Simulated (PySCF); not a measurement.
A structure optimised at PBE-D3(BJ)/def2-SVPD, used in a PySCF frequency run:

```
Mg
I 1 2.7784
I 1 2.7784 2 119.67
```
Charge -1, spin multiplicity 2.

### Question
Write its SMILES, formula and point group.

### Answer
[I][Mg-][I], I2Mg, C2v

### Question
What are its rotational constants (standard atomic weights)?

### Answer
11.688, 0.34509, 0.33519 GHz
